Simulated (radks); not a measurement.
The numbers below are computed, except where a source is named.
Q: Radial electron density D(r) = 4 pi r^2 rho(r) of an atom or ion with 23 electrons. Level of theory: Dirac Kohn-Sham, LDA (Slater exchange, Perdew-Wang correlation), spin-unpolarised, spherical densities, finite nucleus; Fermi nuclear charge, rms radius of each element as measured or else 0.836 A^(1/3) + 0.57 fm (a radial shooting solver on a logarithmic mesh with Libxc functionals).

```
   r/bohr * D(r) (the largest magnitude, 31.5, reaches the edge; | marks zero)
 0.004666 |   *
 0.006075 |     *
 0.007975 |        *
  0.01038 |             *
  0.01352 |                   *
  0.01761 |                           *
  0.02311 |                                    *
  0.03009 |                                            *
  0.03918 |                                                 *
  0.05143 |                                                *
  0.06697 |                                            *
   0.0872 |                                      *
   0.1145 |                                       *
    0.149 |                                               *
   0.1941 |                                                      *
   0.2527 |                                                 *
   0.3317 |                                *
   0.4319 |                  *
   0.5624 |                 *
   0.7382 |                     *
   0.9613 |                *
    1.252 |        *
    1.643 |   *
    2.139 |   *
    2.786 |  *
    3.627 |*
    4.761 *
      6.2 *
    8.073 *
```

What is the nuclear charge?

A: Z = 24. The innermost maximum, from 1s, lies near gamma/Z bohr with gamma = sqrt(1 - (Z/c)^2) = 0.985, here 0.041 bohr (found: 0.0442), and its height grows with Z. The density is that of the chromium ion Cr+ in [Ar] 3d1 4s1 4p3; the configuration itself is not fixed sharply by these data, and Z only to about a unit. D(r) has 3 maxima, at r = 0.0442, 0.202, 0.744 bohr, and minima at 0.0975, 0.495 bohr, inside which lie 2.12, 10.43 electrons.
